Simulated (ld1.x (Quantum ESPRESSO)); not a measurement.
**Ge (Z = 32), RRKJ: configuration errors across variants**

```
Element                 : germanium
Generator               : ld1.x (Quantum ESPRESSO) 7.5
Type                    : norm-conserving RRKJ (Kleinman–Bylander form)
Functional              : PBE
Relativity              : fully relativistic
Frozen core             : [Ar]
Valence charge          : 14
Reference configuration : 3d10 4s2 4p0 (charge +2)
Partial waves           : 4s (bound): rc 1.45 bohr; 4p (bound, empty): rc 1.70 bohr; 3d (bound): rc 0.85 bohr
Local potential         : the d channel
Core correction         : none
```

Open shells are filled in proportion to 2j + 1 (rel_dist='average').

All-electron excitation energies from the reference (eV): (1) 3d10 4s2 4p2 -22.888; (2) 3d10 4s2 4p1 -15.442; (3) 3d10 4s1 4p0 34.791; (4) 3d10 4s1 4p3 -14.919; (5) 3d10 4s1 4p2 -6.729; (6) 3d10 4s0 4p4 -6.700; (7) 3d10 4s2 4p2.3 -23.772.

Tests that are not counted but printed errors over 1 eV. “wave 3d (bound): rc 0.85 bohr becomes 3d (bound): rc 0.56 bohr”: 3d10 4s2 4p2 (solver errors, printed error -1.3 eV); 3d10 4s2 4p2.3 (solver errors, printed error -11.7 eV). “wave 3d (bound): rc 0.85 bohr becomes 3d (bound): rc 0.66 bohr”: 3d10 4s1 4p0 (solver errors, printed error -4.7 eV).

A true bound ghost makes a file unfit for plane-wave use even where its test errors are small: the radial tests pick states by their node count and pass the ghost by. Where a test does run into it, the solver fails or the error is huge.

The file “base” misses its own reference levels by 0.4 eV. The file “wave 3d (bound): rc 0.85 bohr becomes 3d (bound): rc 0.56 bohr” misses its own reference levels by 0.4 eV. The file “wave 3d (bound): rc 0.85 bohr becomes 3d (bound): rc 0.66 bohr” misses its own reference levels by 0.4 eV. The file “wave 3d (bound): rc 0.85 bohr becomes 3d (bound): rc 0.70 bohr” misses its own reference levels by 0.4 eV. The file “wave 3d (bound): rc 0.85 bohr becomes 3d (bound): rc 0.78 bohr” misses its own reference levels by 0.4 eV. The file “wave 3d (bound): rc 0.85 bohr becomes 3d (bound): rc 0.96 bohr” misses its own reference levels by 0.4 eV. The file “wave 3d (bound): rc 0.85 bohr becomes 3d (bound): rc 1.04 bohr” misses its own reference levels by 0.4 eV. The file “wave 3d (bound): rc 0.85 bohr becomes 3d (bound): rc 1.14 bohr” misses its own reference levels by 0.4 eV. The file “wave 3d (bound): rc 0.85 bohr becomes 3d (bound): rc 1.22 bohr” misses its own reference levels by 0.4 eV. The file “wave 3d (bound): rc 0.85 bohr becomes 3d (bound): rc 1.26 bohr” misses its own reference levels by 0.4 eV.

Errors AE − PS in meV (a dash: test not solved or not reliable):

```tsv
change	(1)	(2)	(3)	(4)	(5)	(6)	(7)	bound ghosts
base	+19	+7.8	+32	+10	+2.6	+4.8	+21	s, p1/2, p3/2
wave 3d (bound): rc 0.85 bohr becomes 3d (bound): rc 0.56 bohr	–	+1.4	+16	+8.4	+2.3	+5.4	–	s
wave 3d (bound): rc 0.85 bohr becomes 3d (bound): rc 0.66 bohr	+28	+12	–	+13	+3.1	+5.1	+31	s, p1/2, p3/2
wave 3d (bound): rc 0.85 bohr becomes 3d (bound): rc 0.70 bohr	+24	+9.9	+38	+12	+2.9	+5.1	+27	s, p1/2, p3/2
wave 3d (bound): rc 0.85 bohr becomes 3d (bound): rc 0.78 bohr	+20	+8.2	+33	+11	+2.7	+4.9	+23	s, p1/2, p3/2
wave 3d (bound): rc 0.85 bohr becomes 3d (bound): rc 0.96 bohr	+18	+7.3	+31	+9.5	+2.5	+4.5	+20	s, p3/2, p1/2
wave 3d (bound): rc 0.85 bohr becomes 3d (bound): rc 1.04 bohr	+17	+7.1	+31	+9.0	+2.4	+4.3	+19	s, p3/2, p1/2
wave 3d (bound): rc 0.85 bohr becomes 3d (bound): rc 1.14 bohr	+16	+6.8	+31	+8.4	+2.3	+3.8	+18	s, p3/2, p1/2
wave 3d (bound): rc 0.85 bohr becomes 3d (bound): rc 1.22 bohr	+15	+6.6	+30	+7.7	+2.1	+3.3	+17	s, p3/2, p1/2
wave 3d (bound): rc 0.85 bohr becomes 3d (bound): rc 1.26 bohr	+15	+6.5	+30	+7.4	+2.0	+3.0	+16	s, p3/2, p1/2
```

Task: Give the same row for: wave 3d (bound): rc 0.85 bohr becomes 3d (bound): rc 0.88 bohr.

Result: +18, +7.6, +31, +9.9, +2.6, +4.7, +21; bound ghosts: s, p1/2, p3/2.
